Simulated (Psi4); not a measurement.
calcium atom (Ca), singlet. Base run: HF/cc-pVDZ in Psi4 1.11.

Psi4 was given this input:
```
memory 2 GB

molecule mol {
0 1
Ca    0.000000    0.000000    0.000000
}

set {
  basis cc-pvdz
  reference rhf
}

energy('scf')
print_variables()
```

Each row names what was changed in the base input (with any setting that the change needs).

```json
[
 {"change": "base", "ΔE vs base (mEh)": "0.000", "SCF cycles": "8", "basis functions": "27", "outcome": "converged"},
 {"change": "diis_max_vecs = 3", "ΔE vs base (mEh)": "0.000", "SCF cycles": "9", "basis functions": "27", "outcome": "converged"},
 {"change": "scf_type = dfdirj+link", "ΔE vs base (mEh)": "-0.024", "SCF cycles": "8", "basis functions": "27", "outcome": "converged"},
 {"change": "df_basis_scf = cc-pvqz-jkfit", "ΔE vs base (mEh)": "-", "SCF cycles": "-", "basis functions": "27", "outcome": "input refused"},
 {"change": "scf_type = direct", "ΔE vs base (mEh)": "-0.008", "SCF cycles": "10", "basis functions": "27", "outcome": "converged"},
 {"change": "guess = sadno", "ΔE vs base (mEh)": "184.8", "SCF cycles": "6", "basis functions": "27", "outcome": "another SCF solution"},
 {"change": "scf_initial_accelerator = none", "ΔE vs base (mEh)": "0.000", "SCF cycles": "8", "basis functions": "27", "outcome": "converged"},
 {"change": "damping_percentage = 20", "ΔE vs base (mEh)": "0.000", "SCF cycles": "21", "basis functions": "27", "outcome": "converged"},
 {"change": "basis_guess = true", "ΔE vs base (mEh)": "0.000", "SCF cycles": "5", "basis functions": "27", "outcome": "converged"},
 {"change": "guess = gwh", "ΔE vs base (mEh)": "0.000", "SCF cycles": "8", "basis functions": "27", "outcome": "converged"},
 {"change": "basis_guess = sto-3g", "ΔE vs base (mEh)": "0.000", "SCF cycles": "4", "basis functions": "27", "outcome": "converged"},
 {"change": "guess = core", "ΔE vs base (mEh)": "0.000", "SCF cycles": "8", "basis functions": "27", "outcome": "converged"},
 {"change": "damping_percentage = 50", "ΔE vs base (mEh)": "-", "SCF cycles": "-", "basis functions": "27", "outcome": "not converged"}
]
```

A guess, shift, damping, solver or small numerical setting can't move a converged solution much, so rows marked as another SCF solution ended in a different state.

- df_basis_scf = cc-pvqz-jkfit: ended with `psi4.driver.qcdb.exceptions.BasisSetNotFound: BasisSet::construct: Unable to find a basis set for atom 1 for key JKFIT among:`
